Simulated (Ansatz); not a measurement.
Steps of a relaxation of `FC1=CC(F)C1(F)F` with RKS PBE-D4/def2-SVP.

```sh
$ ansatz run in.yaml --threads 4 --pin off --events-out ev --progress --plain --max-ram 11315MiB
```

```yaml
crystal:
  periodic: [false, false, false]
  atoms:
    - {symbol: F, position_ang: [-1.242100, -1.747300, 1.298400]}
    - {symbol: C, position_ang: [-0.593400, -0.737900, 0.666700]}
    - {symbol: C, position_ang: [-0.144400, 0.452500, 1.066200]}
    - {symbol: C, position_ang: [0.572400, 0.808800, -0.262800]}
    - {symbol: F, position_ang: [0.027800, 1.887500, -0.922200]}
    - {symbol: C, position_ang: [-0.041500, -0.569700, -0.753500]}
    - {symbol: F, position_ang: [-0.906000, -0.528100, -1.770800]}
    - {symbol: F, position_ang: [0.959200, -1.440700, -1.159600]}
    - {symbol: H, position_ang: [-0.147800, 1.001000, 2.066300]}
    - {symbol: H, position_ang: [1.598800, 0.822700, -0.225700]}
basis:
  gaussian: {orbitals: def2-SVP}
hamiltonian: {xc: pbe, dispersion: d4}
relax: {f_tol: 0.03, max_steps: 200}
```

Positions (Å) and forces (eV/Å) along the path, 5 of 5 steps:

```xyz
10
step=1 energy=-15019.2786 eV
F    -1.242   -1.747    1.298    0.692    1.049   -0.829
C    -0.593   -0.738    0.667   -0.416   -1.231   -0.335
C    -0.144    0.453    1.066    0.903    1.834    1.540
C     0.572    0.809   -0.263   -5.152   -0.946    0.647
F     0.028    1.887   -0.922    0.395    0.016    0.048
C    -0.042   -0.570   -0.753    1.285   -0.706   -0.248
F    -0.906   -0.528   -1.771   -0.512    0.344   -0.140
F     0.959   -1.441   -1.160   -0.396    0.005    0.492
H    -0.148    1.001    2.066   -0.102   -0.601   -1.091
H     1.599    0.823   -0.226    3.304    0.236   -0.084
10
step=2 energy=-15019.5684 eV
F    -1.243   -1.721    1.244    0.363    0.408   -0.356
C    -0.580   -0.723    0.652   -0.222   -0.506   -0.042
C    -0.113    0.460    1.093    0.160    0.511    0.193
C     0.533    0.805   -0.253   -1.157   -0.445    0.403
F    -0.007    1.890   -0.901    0.137   -0.032   -0.007
C    -0.022   -0.582   -0.760    0.444   -0.462    0.253
F    -0.903   -0.523   -1.770   -0.224    0.157   -0.200
F     0.946   -1.497   -1.122   -0.356    0.352    0.263
H    -0.145    0.994    2.065    0.009   -0.186   -0.372
H     1.618    0.845   -0.247    0.846    0.205   -0.136
10
step=3 energy=-15019.6080 eV
F    -1.215   -1.728    1.227    0.020   -0.014   -0.048
C    -0.578   -0.725    0.650   -0.061    0.005    0.056
C    -0.119    0.466    1.095    0.030   -0.038   -0.201
C     0.526    0.795   -0.242   -0.047   -0.119    0.105
F     0.000    1.878   -0.901   -0.002    0.098   -0.057
C    -0.028   -0.586   -0.752    0.233   -0.092    0.126
F    -0.911   -0.502   -1.769   -0.066    0.030   -0.051
F     0.927   -1.499   -1.100   -0.099    0.042   -0.001
H    -0.156    0.997    2.051    0.009    0.051    0.089
H     1.637    0.852   -0.255   -0.016    0.037   -0.019
10
step=4 energy=-15019.6099 eV
F    -1.213   -1.731    1.223    0.000   -0.023   -0.015
C    -0.580   -0.725    0.650   -0.017    0.022    0.052
C    -0.119    0.466    1.093   -0.006   -0.006   -0.061
C     0.524    0.795   -0.241    0.048   -0.024    0.026
F     0.000    1.880   -0.903    0.000    0.006   -0.009
C    -0.025   -0.588   -0.750    0.067   -0.025    0.031
F    -0.910   -0.499   -1.768   -0.026    0.009   -0.022
F     0.922   -1.504   -1.097   -0.028    0.014   -0.015
H    -0.153    0.998    2.051    0.000    0.014    0.015
H     1.636    0.857   -0.255   -0.039    0.014   -0.002
10
step=5 energy=-15019.6104 eV
F    -1.209   -1.735    1.223    0.000   -0.006   -0.003
C    -0.578   -0.727    0.651   -0.006    0.014    0.011
C    -0.121    0.467    1.092   -0.007   -0.002    0.015
C     0.526    0.793   -0.240    0.014    0.012   -0.011
F     0.004    1.879   -0.905    0.000    0.000   -0.003
C    -0.024   -0.589   -0.749    0.005   -0.012   -0.002
F    -0.913   -0.495   -1.765    0.006    0.006    0.019
F     0.919   -1.506   -1.102    0.003   -0.004   -0.015
H    -0.158    1.002    2.049   -0.002   -0.003   -0.013
H     1.637    0.859   -0.252   -0.012   -0.004    0.004
```

Hardware: 4 threads of an Arm Neoverse V2 on a shared host. Wall time 7.5 s, peak host memory 0.16 GiB.
